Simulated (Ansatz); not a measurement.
Cost and result for the atomization energy of `C#C[SiH]F` radical (6 atoms, 5 bonds).

Charge 0, multiplicity 2. The structure was optimised at the PBE0-D4/def2-TZVP level. Program: Ansatz. All runs use 2 threads of a server CPU on a shared host. Times are those of one run each, without the atoms' runs, and a repeat can differ threefold. Electronic energies, without spin–orbit coupling; frozen cores. CCSD(T)/CBS adds CCSD(T) − MP2 in def2-TZVPP to the MP2 limit, and its time is that of the two runs behind it. T1 = 0.024; ⟨S²⟩ of the reference is 0.82. HSE06 is the plane-wave form, built on full-range PBE exchange.

CCSD(T)/CBS is a level of theory with its own doubt, some kJ/mol a heavy atom from the limit and from the frozen cores, so smaller differences don't rank the functionals.

```tsv
level	functions	wall time	atomization (kJ/mol)	difference from CCSD(T)/CBS	per bond
LDA (SPW92)/def2-TZVPP	163	2.2 s	2803.8	368.9	73.8
revPBE-D4/def2-TZVPP	163	4.6 s	2439.2	4.3	0.9
BLYP-D4/def2-TZVPP	163	4.6 s	2453.1	18.2	3.6
HSE06-D4/def2-TZVPP	163	6.5 s	2443.2	8.3	1.6
BHLYP-D4/def2-TZVPP	163	7.5 s	2341.8	-93.1	-18.6
CCSD(T)/def2-SVP	70	8.5 s	2274.5	-160.4	-32.1
PBE-QIDH/def2-TZVPP	163	9.5 s	2424.3	-10.6	-2.1
r2SCAN-D4/def2-TZVPP (with forces)	163	12 s	2456.3	21.4	4.3
r2SCANh-D4/def2-TZVPP	163	13 s	2431.6	-3.3	-0.7
ωB97X-V/def2-TZVPP	163	18 s	2429.6	-5.3	-1.1
MP2/def2-QZVPP	301	42 s	2485.7	50.8	10.1
CCSD(T)/def2-TZVPP	163	3.1 min	2363.5	-71.4	-14.3
CCSD(T)/CBS(def2)	–	3.8 min	2434.9	0.0	0.0
```

In def2-TZVPP, CCSD(T) changes the Hartree–Fock value by +578.5 kJ/mol (the triples alone add +47.7 kJ/mol) and MP2 by +657.3 kJ/mol; breaking electron pairs costs correlation energy, which Hartree–Fock lacks. At CCSD(T), def2-SVP lies −160.5 kJ/mol from the extrapolated value and def2-TZVPP −71.4 kJ/mol: correlation converges slowly with the basis, and small sets miss more of it in the bonded molecule than in its fragments. The D4 term adds +17.4 kJ/mol with B3LYP and +8.9 kJ/mol with PBE0; it sums over pairs of atoms, weighted by their polarisabilities, and B3LYP, whose exchange is more repulsive, gets the larger term.

B3LYP here is the variant with VWN-RPA as its local correlation; programs differ in this.
